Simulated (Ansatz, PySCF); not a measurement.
H2O (SMILES O) and SO2 (SMILES O=S=O) are pulled apart as rigid monomers along the line of their centres of mass, from the B3LYP-D3(BJ)/def2-TZVP minimum. Starting geometry (charge 0, multiplicity 1):
```xyz
6

O      0.5057    -0.0902     0.6105
H      0.6067     0.8503     0.4224
H     -0.3627    -0.3346     0.2694
O     -1.1750    -0.6546     3.1775
S      0.1773    -0.1718     3.2982
O      0.3770     1.2495     3.4259
```

Interaction energies with rigid monomers; basis-set methods are counterpoise corrected unless marked otherwise.

Cores are frozen in the correlated methods. Rows in 6-31G* carry no dispersion term and start afresh at each structure (6-31G* with six Cartesian d functions).

Run with Ansatz (Gaussian orbitals); PySCF for 6-31G* rows. Each number belongs to the level named beside it.

```csv
O1···S5 (Å),HF/aug-cc-pV(D+d)Z (kJ/mol),BP86/6-31G* (no counterpoise) (kJ/mol),r2SCAN/def2-TZVPPD (kJ/mol),wB97M-V/def2-TZVPPD (kJ/mol),SCS-MP2/aug-cc-pV(D+d)Z (kJ/mol)
2.44,-4.3,-25.0,-18.0,-16.1,2.1
2.71,-13.9,-27.9,-21.4,-20.8,-10.5
3.11,-14.9,…,-17.1,-17.7,-13.2
3.79,-9.3,-11.0,-8.6,…,-8.2
4.87,-3.9,-3.0,-3.0,-3.6,-3.2
```

Problem. What belongs in the gaps?

Solution. 
- 3.79, wB97M-V/def2-TZVPPD (kJ/mol): -9.6
- 3.11, BP86/6-31G* (no counterpoise) (kJ/mol): -21.8

Ansatz is a quantum-chemistry and plane-wave program.
